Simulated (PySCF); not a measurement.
# Reading the logs of faulty runs: AlCClH4Si

Calculated results; nothing here was measured. The program is PySCF 2.14.0, an open-source quantum chemistry code, run on an isolated molecule that a program drew, which may never have been made. The molecule is AlCClH4Si (charge 0, singlet), drawn as the SMILES string `[SiH2]=[CH][AlH][Cl]`.

Each row is a Hartree-Fock (HF) and frozen-core CCSD(T) single point in the cc-pV(D+d)Z basis, meant for a local HF minimum. Run 1 is clean. Each other run has one planted mistake out of seven kinds, and not every kind appears here: one electron removed, one electron added, multiplicity raised by two, geometry at a saddle point, minimal basis STO-3G, one bond length entered in bohr, all coordinates scaled. The reference is restricted for singlets and unrestricted otherwise, and also for a bond in bohr. Adding or removing an electron swaps singlet and doublet. Electrons count all cores. HOMO and LUMO are orbital energies over both spins, the gradient is its largest component, and the lowest frequency (negative if imaginary) is given only where the gradient is small. Bond lengths are over the 7 bonds as drawn. T1 is the CCSD diagnostic: over 0.02 (restricted) or 0.045 (unrestricted) a single reference is doubtful.

Geometry of the clean run:
```xyz
8
AlCClH4Si, angstrom
Si   -0.2945    0.1902   -0.7454
C    -0.7681   -0.9327   -1.9321
Al   -0.3473   -2.7883   -1.9376
Cl    0.8180   -3.5868   -0.3407
H    -0.6419    1.6228   -0.7784
H     0.5103   -0.1633    0.4321
H    -1.3640   -0.5359   -2.7539
H    -0.7913   -3.8137   -3.0399
```

| run | electrons | basis functions | <S^2> | HOMO (eV) | LUMO (eV) | gradient (hartree/bohr) | lowest frequency (cm^-1) | mean bond (Å) | longest bond (Å) | T1 | HF (hartree) | CCSD(T) (hartree) | mistake |
|---|---|---|---|---|---|---|---|---|---|---|---|---|---|
| 1 | 54 | 103 | 0.000 | -9.13 | 1.08 | 1.7e-05 | 95 | 1.6199 | 2.132 | 0.0137 | -1030.59049 | -1031.08577 | no fault |
| 2 | 54 | 103 | 2.024 | -6.36 | -0.42 | 8.7e-02 | - | 1.6199 | 2.132 | 0.0137 | -1030.51422 | -1030.97538 | multiplicity raised by two |
| 3 | 54 | 36 | 0.000 | -6.11 | 6.27 | 3.2e-02 | - | 1.6199 | 2.132 | 0.0144 | -1018.94345 | -1019.13511 | minimal basis STO-3G |
| 4 | 53 | 103 | 0.755 | -15.90 | -6.83 | 5.6e-02 | - | 1.6199 | 2.132 | 0.0146 | -1030.30667 | -1030.75385 | ? |

**Which mistake was planted in run 4, and what did it cost?**

It counts 53 electrons, one fewer than the clean run, at the same geometry and basis. So the mistake is: one electron removed. Subtracting run 1 and multiplying by 627.51 kcal/mol a hartree, the energy moved by 178.1 kcal/mol in HF and 208.3 kcal/mol in CCSD(T).

